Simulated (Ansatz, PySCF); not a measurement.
Potential energy curve for GaMg (anion, charge -1), lowest singlet found (which spin is the ground state isn't settled by this scan).

- RKS-B3LYP/LANL2DZ = restricted B3LYP/LANL2DZ, with its core potentials past Ne run with PySCF 2.14.0
- RKS-B3LYP/6-31G* = restricted B3LYP/6-31G*, spherical d in PySCF
- FCI = full CI/aug-cc-pVDZ, cores with 3d frozen (Ansatz, a first-principles code)

Total energies in hartree (comparable only within one method and basis):

```
R / Å  RKS-B3LYP/LANL2DZ  RKS-B3LYP/6-31G*          FCI
-----  -----------------  ----------------  -----------
1.91            -2.73863       -2124.58291  -2122.79533
2.03            -2.77728       -2124.62046  -2122.83581
2.19            -2.81121       -2124.65193  -2122.87097
2.30            -2.82597       -2124.66512  -2122.88624
2.42            -2.83641       -2124.67415  -2122.89706
2.50            -2.84093       -2124.67791  -2122.90174
2.57            -2.84364       -2124.68008  -2122.90456
2.67            -2.84598       -2124.68179  -2122.90699
2.72            -2.84662       -2124.68217  -2122.90765
2.85            -2.84703       -2124.68208  -2122.90808
2.95            -2.84649       -2124.68128  -2122.90751
```

The scan ran from 1.91 to 8.88 Å; beyond the distances shown full CI changes its symmetry label. The restricted form behind RKS-B3LYP/LANL2DZ, RKS-B3LYP/6-31G* keeps the bonding electrons paired and can't separate into open-shell fragments. Where the anion isn't bound against loss of the electron, the finite basis alone holds it.
